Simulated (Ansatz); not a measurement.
Mulliken charges of BF₄HSi, SMILES `FB[Si](F)(F)F` from ωB97M-V/def2-TZVPP in Ansatz (PBE0-D4/def2-TZVP geometry).

```tsv
atom	x (Å)	y (Å)	z (Å)	charge (e)
F1	0.615	-1.329	1.631	-0.179
B2	0.719	-0.927	0.384	0.126
Si3	-0.453	0.595	-0.278	0.857
F4	-1.354	0.113	-1.485	-0.284
F5	0.439	1.789	-0.805	-0.284
F6	-1.418	1.180	0.825	-0.286
H7	1.514	-1.487	-0.317	0.049
```

Problem. By hand: the dipole of these point charges (1 e Å = 4.8032 D).

Solution. Σ q r = (0.332, -0.320, -0.083) e Å, of length 0.469 e Å = 2.25 D.

Problem. How does the dipole of the full density compare? (Estimate.)

Solution. Computed: (0.222, -0.243, 0.017) e Å, 1.58 D; the point charges give 1.42 times that, at 14° from its direction.

Point charges leave out the atoms' own dipoles, such as those of lone pairs, and Mulliken's split depends on the basis, so the two needn't agree.
